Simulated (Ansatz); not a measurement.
Ansatz (a first-principles code) input:

Ansatz 0.2 input:
```yaml
crystal:
  periodic: [false, false, false]
  atoms:
    - {symbol: Rb, position_ang: [-0.00000000, -0.00000000, -2.05688587]}
    - {symbol: I, position_ang: [0.00000000, 0.00000000, 1.43593919]}
basis:
  gaussian:
    orbitals: def2-TZVP
hamiltonian:
  xc: b3lyp
  dispersion: d3bj
total_charge: -1
magnetization: {spin_polarized: true, initial_magnetization: 1}
phonons: {temperatures: {t_min: 298.15, t_max: 298.15, t_step: 100}}
```

**Question.** Predict the final energy.

**Answer.** -322.02907 Eh (B3LYP-D3(BJ)/def2-TZVP). The basis has 83 functions.
